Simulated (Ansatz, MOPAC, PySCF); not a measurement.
Potential energy curve for OH (cation, charge +1), triplet.

Levels of theory: FCI = full CI/cc-pVDZ, frozen core (Ansatz, a program for electronic structure); UHF/cc-pVDZ (Ansatz); UMP2 = MP2 on UHF/cc-pVDZ, frozen core in Ansatz; UKS-B3LYP = Ansatz with unrestricted B3LYP/cc-pVDZ; UKS-BLYP = unrestricted BLYP/cc-pVDZ in Ansatz; UKS-PBE = Ansatz with unrestricted PBE/cc-pVDZ; PM6, unrestricted, heats of formation (MOPAC); PM3, unrestricted, heats of formation (MOPAC); UKS-B3LYP/6-31G* = unrestricted B3LYP/6-31G*, spherical d (PySCF); UHF/STO-3G = unrestricted Hartree-Fock/STO-3G (PySCF); UKS-B3LYP/3-21G = unrestricted B3LYP/3-21G (PySCF).

Minimum and curvature come from a quartic fit to the scan points round the minimum, the wavenumber from the most abundant isotopes. The energy at the longest distance isn't given for restricted levels, nor where a curve turns over.

| method | R at the minimum / Å | force constant / mdyn Å⁻¹ | E(4.13 Å) − E(min) / kcal/mol | harmonic wavenumber / cm⁻¹ |
|---|---|---|---|---|
| FCI | 1.038 | 5.48 | 108.9 | 3130 |
| UHF | 1.014 | 6.35 | 82.6 | 3370 |
| UMP2 | 1.031 | 5.81 | 106.0 | 3230 |
| UKS-B3LYP | 1.048 | 5.05 | — | 3010 |
| UKS-BLYP | 1.063 | 4.56 | — | 2860 |
| UKS-PBE | 1.058 | 4.75 | — | 2910 |
| PM6 | 1.064 | 3.50 | 80.9 | 2500 |
| PM3 | 0.957 | 7.52 | 116.7 | 3670 |
| UKS-B3LYP/6-31G* | 1.044 | 5.15 | — | 3040 |
| UHF/STO-3G | 1.083 | 6.63 | 87.1 | 3450 |
| UKS-B3LYP/3-21G | 1.083 | 4.01 | — | 2680 |

Dashes: no converged value, or the column stops at the first point that the program doubted or that broke a chosen test of continuity, which isn't proof of a fault.

The unrestricted determinant behind UHF, UMP2 is spin-contaminated at 1.54 to 4.13 Å (<S²> up to 3.0, against 2.00 for a pure triplet). The unrestricted determinant behind UKS-B3LYP, UKS-B3LYP/6-31G*, UKS-B3LYP/3-21G is spin-contaminated at 1.72 to 4.13 Å (<S²> up to 2.5, against 2.00 for a pure triplet). The unrestricted determinant behind UKS-BLYP, UKS-PBE is spin-contaminated at 1.88 to 4.13 Å (<S²> up to 2.5, against 2.00 for a pure triplet). The unrestricted determinant behind UHF/STO-3G is spin-contaminated at 1.37 to 4.13 Å (<S²> up to 3.0, against 2.00 for a pure triplet).
